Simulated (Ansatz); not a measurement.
AsH2(OMe) (CH5AsO). Charge 0, multiplicity 3. Geometry B3LYP-D4/def2-TZVP, that of the neutral singlet; atoms count from 1.

Cartesian coordinates in Å:
```
As -0.0244 1.5086 0.5079
H -1.3975 2.1730 0.4437
H -0.2925 1.0079 1.9410
O -0.5963 0.0282 -0.3727
C 0.3893 -0.9702 -0.5806
H 1.2990 -0.5675 -1.0426
H -0.0422 -1.7118 -1.2533
H 0.6646 -1.4683 0.3568
```

At PBE0-D4/def2-TZVP a singlet of charge 0 lies 4.26 eV below the triplet at the same geometry.

(1) Estimate the Mulliken populations from the PBE0/def2-TZVP orbitals of Ansatz.

(2) Where does the spin sit?

(3) And the Mayer bond orders between bonded heavy atoms (over 0.3)?

## Answers

(1) 
```json
{"atom": "As1", "charge (e)": "-0.21", "spin (α − β)": "1.47"}
{"atom": "H2", "charge (e)": "0.08", "spin (α − β)": "0.03"}
{"atom": "H3", "charge (e)": "0.10", "spin (α − β)": "0.08"}
{"atom": "O4", "charge (e)": "-0.15", "spin (α − β)": "0.35"}
{"atom": "C5", "charge (e)": "-0.19", "spin (α − β)": "-0.02"}
{"atom": "H6", "charge (e)": "0.12", "spin (α − β)": "0.06"}
{"atom": "H7", "charge (e)": "0.13", "spin (α − β)": "0.00"}
{"atom": "H8", "charge (e)": "0.11", "spin (α − β)": "0.02"}
```
Mulliken values and Mayer orders depend strongly on the basis.

(2) Summed by element: As 1.47, H 0.20, O 0.35, C -0.02, of 2 unpaired in all. Largest on single atoms: As1 1.47, O4 0.35, H3 0.08.

(3) As1–O4 0.66 (1.81 Å); O4–C5 0.98 (1.42 Å).
